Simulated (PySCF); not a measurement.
# Correlation energy of Ga+ (gallium, charge +1)

[Ar] 3d10 4s2, closed-shell 1S. All numbers are calculated (PySCF 2.14, scalar relativity through the core potential, in aug-cc-pVTZ-PP with one added diffuse shell each of s, d, f type with ECP10MDF (7s5p5d3f, 68 functions)). Frozen: 3s2 3p6 3d10; 2 electrons correlated.

With two correlated electrons CCSD is exact within the correlated space (frozen core and kept virtual orbitals).

```json
{"level": "CCSD", "correlation energy (mhartree)": "-37.35"}
```

Diagnostics: T1 = 0.0072, D1 = 0.0101, largest double amplitude 0.095.

Cost of the coupled-cluster step: of the order of 0.7 core-seconds, for 2 correlated electrons.
